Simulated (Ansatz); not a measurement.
Two isomers of C3H5FSn: A = `C#C[CH](F)[SnH3]`, B = `C[C]1=[C](F)[SnH2]1`.

Program: Ansatz. Geometries: PBE0-D4/def2-TZVP. ΔE: electronic, gas phase. CBS: MP2 limit from def2 TZ/QZ plus the TZ coupled-cluster correction, frozen cores. DFT in def2-TZVPP. B3LYP here is the variant with VWN-RPA as its local correlation; programs differ in this. def2 core potentials past Kr. For Sn outer-core shells are correlated without core-valence functions, which leaves a few kJ/mol of doubt a bond.

A:

```xyz
10

C     0.1196   -2.3856   -0.5093
C     0.4558   -1.3299   -0.0434
C     0.8029   -0.0335    0.4744
F     0.8720   -0.0427    1.8645
Sn   -0.6998    1.4437   -0.1317
H    -0.1652   -3.3271   -0.9161
H     1.7807    0.2807    0.0986
H    -0.2753    2.9425    0.5626
H    -2.2109    0.9061    0.4339
H    -0.6799    1.5458   -1.8335
```

B:

```xyz
10

C     1.171   -0.303    1.149
C     0.210   -0.054    0.050
C     0.194   -0.047   -1.273
F     1.150   -0.290   -2.171
Sn   -1.732    0.446   -0.675
H     1.267    0.578    1.788
H     0.831   -1.125    1.784
H     2.160   -0.556    0.758
H    -2.270    2.061   -0.702
H    -2.981   -0.711   -0.708
```

Q: Which is lower in electronic energy at CCSD(T)/CBS, and by how much? (Best estimate.)

A: The calculation gave: B, by 5.8 kJ/mol.

Q: Give E(B) − E(A) in kJ/mol with B2PLYP, PBE0-D4, HF/def2-TZVPP, B3LYP, PBE-D4, B3LYP-D4, CCSD(T)/def2-TZVPP. (Best estimate.)

A: The calculation gave: B2PLYP 0.6, PBE0-D4 -22.0, HF/def2-TZVPP 34.3, B3LYP 2.0, PBE-D4 -26.6, B3LYP-D4 2.0, CCSD(T)/def2-TZVPP -3.4. The order is the other way round with B2PLYP, HF/def2-TZVPP, B3LYP, B3LYP-D4.

Largest T1 diagnostic: 0.015.

In def2-TZVPP, CCSD(T) changes the Hartree–Fock value by −37.6 kJ/mol (the triples alone add −8.2 kJ/mol) and MP2 by −40.9 kJ/mol. From PBE to PBE0 (25 % exact exchange), in def2-TZVPP and without D4, E(B) − E(A) moves by +4.5 kJ/mol.
